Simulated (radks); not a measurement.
Q: Species: Sb. Configuration: [Kr] 4d10 5s1.5 5p3.5 (fractional occupations, a model configuration). Calculated with a radial shooting solver on a logarithmic mesh with Libxc functionals: Dirac Kohn-Sham, PBEsol, spin-unpolarised, spherical densities, point nucleus; open shells fill j = l - 1/2 first.

Spin-orbit splittings of the eigenvalues, e(l+1/2) - e(l-1/2), with zeta = 2 splitting/(2l+1) and mean radii in bohr:

shell  occ.  splitting (eV)  zeta (eV)  <r> j=l-1/2  <r> j=l+1/2
2p        6           251.6      167.7       0.1033       0.1088
3p        6           46.42      30.95       0.3210       0.3323
3d       10           9.652      3.861       0.3034       0.3070
4p        6           8.618      5.746       0.8324       0.8618
4d       10               ?          ?        1.022        1.036
5p      3.5          0.6313     0.4208        2.789        2.925

Estimate the 4d splitting.

A: 1.248 eV (zeta = 0.4990 eV).
